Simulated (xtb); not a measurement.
xtb input:

```bash
xtb mol.xyz --gfn 1 --sp --chrg 1 --uhf 0
```
mol.xyz:
```
7

F     -1.01735960    -0.77956289     1.19824372
Si    -0.51216855    -0.09530258    -0.09642366
F     -1.10875293     1.30628567    -0.37790417
F     -0.47045939    -1.02869306    -1.33407600
S      1.65063737     0.37896154     0.40579894
H      2.02992899     0.68682405    -0.85847970
H      2.09938000    -0.89824010     0.33925611
```

Question: Which total energy does the run end on?

Answer: -21.81937 Eh (GFN1-xTB).

It need not be the lowest isomer of its formula.
